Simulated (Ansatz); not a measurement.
A nudged elastic band was laid between two geometries of C3H12BNSi (18 atoms, charge 0, multiplicity 1).

Level of theory: RKS B3LYP/6-31G* in Ansatz.

| Item | Value |
| --- | --- |
| movable images | 6 |
| climbing image | no |
| spring | 5.0 eV/Å² |
| optimiser | quadratic models (default) |
| start path | IDPP |
| force threshold | 0.03 eV/Å |
| iteration limit | 41 |
| end points | relaxed |

First end point:

```xyz
18
Properties=species:S:1:pos:R:3
C 0.578 -2.094 -0.228
C 1.274 -0.827 -0.762
B 0.595 0.550 -0.339
N 1.390 1.554 0.242
C -0.955 0.831 -0.560
Si -1.942 0.790 1.051
H 1.065 -3.007 -0.591
H -0.472 -2.139 -0.540
H 0.592 -2.128 0.868
H 2.335 -0.848 -0.473
H 1.270 -0.870 -1.864
H 2.377 1.434 0.427
H 1.039 2.461 0.520
H -1.114 1.829 -0.995
H -1.403 0.108 -1.254
H -1.710 -0.469 1.812
H -1.547 1.927 1.932
H -3.409 0.907 0.806
```

Last end point:

```xyz
18
Properties=species:S:1:pos:R:3
C 0.577 -2.095 -0.223
C 1.273 -0.828 -0.758
B 0.594 0.551 -0.341
N 1.391 1.557 0.234
C -0.955 0.832 -0.562
Si -1.941 0.789 1.050
H 1.064 -3.008 -0.587
H -0.474 -2.139 -0.535
H 0.591 -2.129 0.873
H 2.334 -0.848 -0.466
H 1.271 -0.872 -1.860
H 1.042 2.467 0.508
H 2.378 1.438 0.419
H -1.114 1.830 -0.995
H -1.404 0.109 -1.256
H -1.711 -0.471 1.810
H -1.546 1.924 1.934
H -3.408 0.905 0.807
```

Task: What changes between the two ends?

Result: No bond is made or broken. The height of N4 over the plane of its neighbours goes from 0.00 to 0.00 Å. The two ends are copies of one structure, up to a mirror image or an exchange of like atoms.

Task: What energy profile does the band end with?

Result: The forces met the threshold. The highest image is number 4 of 0 to 7, 0.78 eV above the ends, which have the same energy within 2 meV. No image climbed, so the highest image needn't sit at the top of the path.

```
image  path coordinate (Å)  energy (eV)  height of N4 over the plane of its neighbours (Å)
    0                 0.00         0.00                                               0.00
    1                 1.27         0.01                                               0.00
    2                 2.54         0.02                                               0.00
    3                 3.81         0.77                                              -0.25
    4                 5.09         0.78                                              -0.27
    5                 6.36         0.02                                               0.01
    6                 7.63         0.01                                               0.00
    7                 8.90         0.00                                               0.00
```

Task: What is the geometry of the highest image?

Result: 
```xyz
18
Properties=species:S:1:pos:R:3
C 0.416 -2.146 -0.384
C 1.252 -0.890 -0.093
B 0.579 0.538 -0.303
N 1.367 1.747 -0.105
C -0.946 0.719 -0.636
Si -1.886 0.918 1.016
H 0.994 -3.065 -0.236
H 0.055 -2.156 -1.420
H -0.464 -2.202 0.267
H 1.678 -0.945 0.922
H 2.142 -0.893 -0.748
H 1.722 2.235 -0.915
H 2.111 1.725 0.574
H -1.157 1.646 -1.186
H -1.413 -0.128 -1.152
H -1.700 -0.267 1.904
H -1.435 2.117 1.772
H -3.351 1.059 0.775
```

Run time: 12 min on 2 threads of Arm Neoverse V2, on a shared host, peak memory 0.3 GiB.
